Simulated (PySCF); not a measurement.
GeO₃.

```xyz
4

Ge     0.0000     0.0000     0.2181
O      0.0000     0.0000     1.8573
O      0.0000     0.8277    -1.3649
O      0.0000    -0.8277    -1.3649
```
Charge 0, spin multiplicity 1.

Geometry: PBE-D3(BJ)/def2-SVP.

The numbers are results of PySCF with PBE/pcSseg-2, not measurements. Non-relativistic, no solvent.

Q: Give the absolute GIAO shielding of each atom: isotropic value and principal components (ppm). (The exact figures need the calculation; the answer reports its results.)

A: 
```csv
atom,σ(iso),σ11,σ22,σ33,span
Ge1,1354.5,817.1,1252.3,1994.0,1176.9
O2,68.5,-220.3,204.2,221.5,441.9
O3,-70.6,-401.3,20.2,169.2,570.5
O4,-70.6,-401.3,20.2,169.2,570.5
```
